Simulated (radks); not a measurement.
Q: Sb IV, configuration [Kr] 4d10 5s1.5 6s0.5 (fractional occupations, a model configuration). All-electron calculation, scalar-relativistic Kohn-Sham, SOGGA, spin-polarised, spherical densities, finite nucleus; open shells are filled with parallel spins first (spin-orbit coupling, left out, can overturn this in heavy ions); Fermi nuclear charge, rms radius 4.6802 fm. Program: a radial shooting solver on a logarithmic mesh with Libxc functionals. Some entries of the table are withheld. Estimate them.

| orbital | occ. | eigenvalue (hartree) | <r> (bohr) | r(max) (bohr) |
|---|---|---|---|---|
| 1s up | 1 | -1114.272 | 0.02843 | 0.01836 |
| 1s down | 1 | -1114.270 | 0.02843 | 0.01836 |
| 2s up | 1 | -170.5840 | 0.1227 | 0.1037 |
| 2s down | 1 | -170.5834 | 0.1227 | 0.1037 |
| 2p up | 3 | -153.2989 | 0.1071 | 0.08306 |
| 2p down | 3 | -153.2983 | 0.1071 | 0.08306 |
| 3s up | 1 | -34.39628 | 0.3307 | 0.3001 |
| 3s down | 1 | -34.39518 | 0.3307 | 0.3001 |
| 3p up | 3 | -28.76058 | 0.3289 | 0.2935 |
| 3p down | 3 | -28.75947 | 0.3289 | 0.2935 |
| 3d up | 5 | -20.15121 | 0.3055 | 0.2442 |
| 3d down | 5 | -20.15022 | 0.3055 | 0.2442 |
| 4s up | 1 | -6.65159 | 0.7906 | 0.7225 |
| 4s down | 1 | -6.64923 | 0.7904 | 0.7225 |
| 4p up | 3 | -4.92438 | 0.8516 | 0.7622 |
| 4p down | 3 | -4.92131 | 0.8509 | 0.7622 |
| 4d up | 5 | -2.41090 | 1.018 | 0.8461 |
| 4d down | 5 | -2.40409 | 1.015 | 0.8456 |
| 5s up | 1 | -1.51220 | 1.992 | 1.793 |
| 5s down | 0.5 | -1.48318 | 1.990 | 1.788 |
| 5p up | 0 | -1.13107 | 2.321 | (1) |
| 5p down | 0 | -1.10161 | 2.320 | (2) |
| 5d up | 0 | -0.66058 | 3.292 | 2.890 |
| 6s up | 0.5 | -0.63385 | 4.223 | 4.084 |
| 5d down | 0 | -0.62950 | 3.238 | 2.891 |

A: 
(1) 5p up r(max) (bohr): 2.058
(2) 5p down r(max) (bohr): 2.057
